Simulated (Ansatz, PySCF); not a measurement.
Cd(Et)2 (C₄H₁₀Cd), SMILES C[CH2][Cd][CH2]C.

Geometry: B3LYP-D3(BJ)/def2-SVP. The isomer is the one that the SMILES or the coordinates give; other isomers of the formula were not compared. The def2 effective core potentials stand for the cores of Cd; spin–orbit coupling is left out. The values are those of a single conformer.

Vertical ionisation energy (IE) and electron affinity (EA) in eV. Rows of orbital energies are one-electron estimates. Where ΔSCF, EOM or ADC give a negative EA the extra electron is unbound and the value depends on the basis.

```csv
level,IE,EA
"−ε(HOMO), −ε(LUMO), M06-2X/def2-TZVP (PySCF)",7.19,-0.11
"−ε(HOMO), −ε(LUMO), PBE/def2-TZVP (PySCF)",5.18,0.91
"ΔSCF, PBE0/def2-TZVPD (Ansatz), final states of multiplicity 2 and 2",7.96,-0.87
"ΔSCF, PBE/def2-TZVPD (Ansatz), final states of multiplicity 2 and 2",7.83,-0.74
```

Q: What vertical singlet–triplet gap does ΔSCF give with PBE0/def2-TZVPD (Ansatz, a program for electronic structure) and with PBE/def2-TZVPD (Ansatz)? (The exact figures need the calculation; the answer reports its results.)

A: 4.34 and 4.14 eV (triplet above singlet where positive).
